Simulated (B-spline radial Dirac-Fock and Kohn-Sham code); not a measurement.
**Electron momentum distribution of Tb⁺: Compton profiles**

System: terbium as Tb⁺, 1s2 2s2 2p6 3s2 3p6 3d10 4s2 4p6 4d10 4f8 5s2 5p6 5d1 6s1 (not the ground configuration).

Input of the calculation (task.json; shells as n, l, electrons):

```json
{"items": [{
  "Z": 65,
  "q": 1,
  "cfg": [[1, 0, 2], [2, 0, 2], [2, 1, 6], [3, 0, 2], [3, 1, 6], [3, 2, 10], [4, 0, 2], [4, 1, 6], [4, 2, 10], [4, 3, 8], [5, 0, 2], [5, 1, 6], [5, 2, 1], [6, 0, 1]],
  "A": 159,
  "rrms": 5.06,
  "do": ["scatter"],
  "s": [0.0, 0.05, 0.1, 0.15, 0.2, 0.25, 0.3, 0.35, 0.4, 0.45, 0.5, 0.6, 0.7, 0.8, 0.9, 1.0, 1.1, 1.2, 1.4, 1.6, 1.8, 2.0, 2.5, 3.0, 3.5, 4.0, 5.0, 6.0],
  "pz": [0, 0.1, 0.14, 0.2, 0.28, 0.4, 0.57, 0.8, 1.1, 1.6, 2.3, 3.2, 4.5, 6.4, 9.1, 13.0, 18.0, 26.0, 36.0, 51.0, 73.0],
  "hv_scatter": [1000, 2000, 5000, 17479.3, 20000, 30000, 200000, 1000000]
}]}
```

Command: `python xray_run.py task.json out`

These are calculated numbers from a B-spline atomic structure program; the model is the impulse approximation on Dirac-Fock orbitals of the configuration average with a finite nucleus. pz is in atomic units of momentum; subshell profiles are per electron, for a selection of subshells; open shells are spread over both j values by their weights.

```tsv
pz	J total	J 2s1/2	J 3s1/2	J 5s1/2	J 6s1/2
0	9.680	0.0426	0.0950	0.529	1.60
0.1	9.502	0.0426	0.0950	0.522	1.44
0.14	9.348	0.0426	0.0950	0.516	1.30
0.2	9.063	0.0426	0.0949	0.502	1.05
0.28	8.655	0.0426	0.0947	0.477	0.701
0.4	8.118	0.0425	0.0944	0.428	0.314
0.57	7.571	0.0425	0.0937	0.345	0.0982
0.8	6.900	0.0424	0.0924	0.231	0.0723
1.1	5.927	0.0422	0.0901	0.118	0.0517
1.6	4.669	0.0418	0.0850	0.0425	0.0111
2.3	3.811	0.0409	0.0755	0.0345	0.00358
3.2	3.053	0.0395	0.0611	0.0218	0.00262
4.5	2.052	0.0366	0.0404	0.00505	0.000586
6.4	1.220	0.0315	0.0187	0.00305	0.000293
9.1	0.7440	0.0234	0.00788	0.00125	0.000125
13	0.4130	0.0130	0.00693	0.000268	2.55e-05
18	0.2119	0.00506	0.00410	0.000209	2.00e-05
26	0.08804	0.00132	0.000700	3.76e-05	3.61e-06
36	0.03665	0.00104	0.000221	8.08e-06	< 1e-6
51	0.01337	0.000781	0.000183	6.78e-06	< 1e-6
73	0.004295	0.000316	7.53e-05	2.80e-06	< 1e-6
```

J(0) = 9.680. The 6s1/2 subshell gives the largest part, 17 %.

Mean momentum ⟨p⟩ by subshell (a.u.): 1s1/2 64.0, 2s1/2 22.8, 2p1/2 30.3, 2p3/2 27.7, 3s1/2 11.4, 3p1/2 13.7, 3p3/2 12.9, 3d3/2 15.5, 3d5/2 15.2, 4s1/2 5.76, 4p1/2 6.44, 4p3/2 6.11, 4d3/2 6.58, 4d5/2 6.46, 4f5/2 5.86, 4f7/2 5.79, 5s1/2 2.20, 5p1/2 2.27, 5p3/2 2.12, 5d3/2 1.55, 5d5/2 1.51, 6s1/2 0.651.
